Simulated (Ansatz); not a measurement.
Consider the ligand exchange at the Si–C bond: `N=C[SiH2]F` + `[OH][GeH3]` → `F[SiH2][O][GeH3]` + `C=N`.

Computed with Ansatz on PBE0-D4/def2-TZVP structures; ΔE is electronic, products minus reactants. CCSD(T)/CBS adds triple-zeta CCSD(T) − MP2 to the extrapolated MP2 energy (def2 sets, frozen cores). This one scheme is used for every species. DFT in def2-TZVPP. For Ge outer-core shells are correlated without core-valence functions, which leaves a few kJ/mol of doubt a bond. Scalar relativity is left out up to krypton. One conformer a species, not always the lowest.

```csv
level,ΔE (eV)
PBE,-1.26
r2SCANh,-1.43
```

What does CCSD(T)/CBS give? (Best estimate.)

Computed: -1.47 eV. The listed levels differ from it by 0.21, 0.04 eV.

What do rigid-rotor, harmonic-oscillator terms from PBE0-D4/def2-TZVP frequencies (298.15 K, 1 bar) make of the CCSD(T)/CBS value? (Estimate.)

Ansatz gave: ΔZPE = +0.02 eV, ΔH = -1.44 eV, ΔS = 10 J/(mol·K), ΔG = -1.47 eV. Modes under 50 cm⁻¹ make the entropy rough.

Largest T1 diagnostic among the species: 0.012.

From PBE to PBE0 (25 % exact exchange), in def2-TZVPP and without D4, ΔE moves by −0.09 eV. Leaving LDA and LC-ωPBE aside and taking each functional with its dispersion term where it has one, the values, not all of them listed here, spread over 0.32 eV, from BHLYP-D4 to revPBE-D4. In def2-TZVPP, CCSD(T) changes the Hartree–Fock value by +0.20 eV (the triples alone add +0.03 eV) and MP2 by +0.17 eV.
